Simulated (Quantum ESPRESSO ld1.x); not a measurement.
Results of a calculation; reference values are marked as such.
Radial electron density D(r) = 4 pi r^2 rho(r) of an atom or ion with 5 electrons. Code: ld1.x of Quantum ESPRESSO 7.5. Model: scalar-relativistic Kohn-Sham, LDA (Slater exchange, VWN5 correlation), spin-polarised, spherical densities, point nucleus.

```
   r/bohr * D(r) (the largest magnitude, 55.1, reaches the edge; | marks zero)
 0.001602 |  *
 0.001763 |  *
 0.001941 |   *
 0.002119 |   *
 0.002333 |    *
 0.002568 |     *
 0.002827 |      *
 0.003112 |       *
 0.003425 |        *
  0.00377 |          *
  0.00415 |           *
 0.004568 |             *
 0.005028 |               *
 0.005535 |                  *
 0.006093 |                    *
 0.006653 |                       *
 0.007324 |                          *
 0.008062 |                             *
 0.008874 |                                 *
 0.009768 |                                    *
  0.01075 |                                        *
  0.01184 |                                           *
  0.01303 |                                              *
  0.01434 |                                                 *
  0.01579 |                                                   *
  0.01738 |                                                     *
  0.01913 |                                                      *
  0.02105 |                                                      *
  0.02299 |                                                     *
  0.02531 |                                                   *
  0.02786 |                                                 *
  0.03066 |                                             *
  0.03375 |                                         *
  0.03716 |                                    *
   0.0409 |                               *
  0.04502 |                           *
  0.04956 |                        *
  0.05455 |                     *
  0.06005 |                    *
   0.0661 |                    *
  0.07276 |                    *
  0.07945 |                      *
  0.08745 |                       *
  0.09627 |                        *
    0.106 |                        *
   0.1166 |                        *
   0.1284 |                      *
   0.1413 |                   *
   0.1556 |               *
   0.1712 |           *
   0.1885 |        *
   0.2075 |     *
   0.2284 |  *
   0.2494 | *
   0.2745 |*
   0.3022 *
   0.3327 *
   0.3662 *
   0.4031 *
   0.4437 *
```

What is the nuclear charge?

Answer. Z = 46. The innermost maximum, from 1s, lies near gamma/Z bohr with gamma = sqrt(1 - (Z/c)^2) = 0.942, here 0.0205 bohr (found: 0.0202), and its height grows with Z. The density is that of the palladium ion Pd41+ in [He] 2s2 2p1; the configuration itself is not fixed sharply by these data, and Z only to a few units. D(r) has 2 maxima, at r = 0.0202, 0.103 bohr, and minima at 0.0640 bohr, inside which lie 2.18 electrons.
